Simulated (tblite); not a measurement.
C₃H₁₂SSi₃.
Atom-mapped SMILES: `[CH2:1]=[CH:2][SiH2:3][SiH2:4][SiH2:5][S:6][CH3:7]` (hydrogens: H8, H9 on C1; H10 on C2; H11, H12 on Si3; H13, H14 on Si4; H15, H16 on Si5; H17, H18, H19 on C7)

The geometry is computed with GFN2-xTB (gas phase).

Task: Give the optimised bond lengths and angles.

Result: 
| bond | length (bohr) |
| --- | --- |
| C1=C2 | 2.501 |
| C2–Si3 | 3.557 |
| Si3–Si4 | 4.401 |
| Si4–Si5 | 4.366 |
| Si5–S6 | 4.080 |
| S6–C7 | 3.426 |
| C1–H8 | 2.041 |
| C1–H9 | 2.039 |
| C2–H10 | 2.049 |
| Si3–H11, Si3–H12 | 2.778 |
| Si4–H13, Si4–H14 | 2.781 |
| Si5–H15, Si5–H16 | 2.774 |
| C7–H17, C7–H18, C7–H19 | 2.052 |

Bonds in one row agree within 0.02 bohr and their mean is given. A selection of angles:
| angle | degrees |
| --- | --- |
| C2–C1–H8 | 122.8 |
| C2–C1–H9 | 121.6 |
| H8–C1–H9 | 115.6 |
| C1–C2–Si3 | 125.2 |
| C1–C2–H10 | 118.4 |
| Si3–C2–H10 | 116.4 |
| C2–Si3–Si4 | 108.6 |
| C2–Si3–H11 | 108.4 |
| Si4–Si3–H11 | 112.5 |
| Si4–Si3–H12 | 112.6 |
| H11–Si3–H12 | 106.9 |
| Si3–Si4–Si5 | 116.4 |
| Si3–Si4–H13 | 111.3 |
| Si5–Si4–H13 | 108.8 |
| Si5–Si4–H14 | 104.2 |
| H13–Si4–H14 | 103.2 |
| Si4–Si5–S6 | 106.5 |
| Si4–Si5–H15 | 115.9 |
| Si4–Si5–H16 | 120.4 |
| S6–Si5–H15 | 103.8 |
| H15–Si5–H16 | 104.4 |
| Si5–S6–C7 | 100.0 |
| S6–C7–H17 | 109.6 |
| S6–C7–H19 | 107.1 |
| H17–C7–H18 | 110.4 |

Torsions: C1–C2–Si3–Si4 -108° (anticlinal); C2–Si3–Si4–Si5 -13° (synperiplanar); Si3–Si4–Si5–S6 -47° (synclinal); Si4–Si5–S6–C7 177° (antiperiplanar). The mirror-image conformer, all signs reversed, is as good.

Si5 (SiH2 silicon) is distorted tetrahedral (angles from 103.8° to 120.4°). Si3 (SiH2 silicon) is tetrahedral (angles from 106.9° to 112.6°). Of the pairs four or more bonds apart, S6···H10 is among the closest relative to their van der Waals radii: 3.12 Å, 104 % of the sum of Bondi's values. Si4 (SiH2 silicon) is distorted tetrahedral (angles from 103.2° to 116.4°).

Point group: C1 (no symmetry element, even within 0.4 Å). Its lowest GFN2-xTB frequency is 14 cm⁻¹, too small to tell a flat minimum from a shallow saddle. The numbers are those of one conformer.
